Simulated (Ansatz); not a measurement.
Consider the redistribution: `[F][Ge]([F])([Cl])[SeH]` + `[F][GeH2][Br]` → `[F][Ge]([F])([F])[SeH]` + `[Cl][GeH2][Br]`.

Program: Ansatz. Geometries: PBE0-D4/def2-TZVP. ΔE: electronic, gas phase. CCSD(T)/CBS is the MP2 limit (def2-TZVPP, def2-QZVPP) plus CCSD(T) − MP2 in def2-TZVPP, frozen cores. DFT in def2-TZVPP. B3LYP here is the variant with VWN-RPA as its local correlation; programs differ in this. HSE06 is defined as in plane-wave codes. For Br, Ge, Se outer-core shells are correlated without core-valence functions, which leaves a few kJ/mol of doubt a bond. Scalar relativity is left out up to krypton. Each species was taken in one conformer, which may not be the lowest.

```csv
level,ΔE (kcal/mol),difference from CCSD(T)/CBS
PBE-D4,-0.6,0.7
BLYP-D4,-0.2,1.1
B3LYP-D4,-0.6,0.7
HSE06-D4,-1.1,0.2
CAM-B3LYP-D4,-0.8,0.5
ωB97M-V,-1.0,0.3
B2PLYP,-1.1,0.2
PBE-QIDH,-1.5,-0.2
r2SCANh,-1.1,0.2
BHLYP,-1.2,0.1
RPA@PBE/def2-TZVPP,-1.4,-0.1
CCSD/def2-SVP,-1.2,0.1
SCS-MP2/def2-TZVPP,-1.5,-0.2
HF/def2-QZVPP,-1.9,-0.6
HF/CBS(def2),-1.9,-0.6
MP2/CBS(def2),-1.3,0.0
CCSD(T)/CBS,-1.3,0
```

Largest T1 diagnostic among the species: 0.012.

Leaving LDA and LC-ωPBE aside and taking each functional with its dispersion term where it has one, the values spread over 1.4 kcal/mol, from PBE-QIDH to BLYP-D4. From BLYP to BHLYP (50 % exact exchange), in def2-TZVPP and without D4, ΔE moves by −0.7 kcal/mol.
